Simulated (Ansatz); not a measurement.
Question: Name a neutral molecule of B, F, Ga, O and H with ideal-gas entropy at 298 K and 1 bar (rigid rotor, harmonic PBE0-D4/def2-TZVP) between 291 and 307 J/(mol·K) and HOMO–LUMO gap (ωB97M-V/def2-TZVPP) between 8.70 and 9.00 eV (Ansatz, PBE0-D4/def2-TZVP geometry).

Answer: `F[B]1[O][GaH]1` (300 J/(mol·K), 8.78 eV). Other molecules can fit too; these were computed, each in one conformer that needn't be the lowest.
